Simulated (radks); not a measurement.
Charge is removed step by step from the 3p down level of Mo, starting from [Ne] 3s2 3p(up 3, down 3) 3d10 4s2 4p6 4d5 5s1. Calculated with a radial shooting solver on a logarithmic mesh with Libxc functionals: scalar-relativistic Kohn-Sham, PBE, spin-polarised, spherical densities, finite nucleus; open shells are filled with parallel spins first (spin-orbit coupling, left out, can overturn this in heavy ions); Fermi nuclear charge, rms radius 4.4091 fm.

| removed (e) | E - E(0) (eV) | eigenvalue (eV) | E minus straight line (eV) |
|---|---|---|---|
| 0 | 0.000 | -378.27 | 0.000 |
| 0.1 | 37.936 | -380.93 | -1.249 |
| 0.2 | 76.140 | -383.63 | -2.231 |
| 0.3 | 114.62 | -386.37 | -2.940 |
| 0.4 | 153.37 | -389.14 | -3.374 |
| 0.5 | 192.40 | -391.95 | -3.528 |
| 0.6 | 231.71 | -394.80 | -3.400 |
| 0.7 | 271.31 | -397.67 | -2.987 |
| 0.8 | 311.20 | -400.58 | -2.284 |
| 0.9 | 351.38 | -403.51 | -1.289 |
| 1 | 391.85 | -406.47 | 0.000 |

Removing the whole electron costs 391.85 eV by Delta-SCF, against 378.27 eV from minus the eigenvalue at the starting occupation. Slater's transition state (half an electron removed) gives 391.95 eV. Integrating minus the eigenvalue over the occupation (Janak's theorem) gives 392.09 eV. In this scalar-relativistic scheme the density is built from large components alone, so the theorem holds only approximately. The mean slope of the eigenvalue, de/dn, is 28.2 eV per electron.
